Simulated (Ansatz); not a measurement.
`N[SiH](Cl)[Si](N)(Cl)Cl`, charge 0, multiplicity 1.

Q: Give a relaxed structure at PBE0-D4/def2-TZVP (Ansatz 0.2.0). (Estimate.)

A: Ansatz gave: 
Cartesian coordinates in Å:
```
N 1.065 0.545 -1.813
Si 0.537 1.146 -0.317
Cl -1.259 2.210 -0.376
Si 0.013 -0.628 1.102
N -1.449 -1.307 0.570
Cl -0.012 0.092 3.035
Cl 1.404 -2.134 1.058
H 0.611 -0.243 -2.247
H 1.516 1.138 -2.491
H 1.547 2.101 0.189
H -1.737 -2.223 0.877
H -2.237 -0.697 0.411
```
This is one stationary point; other conformers may exist.
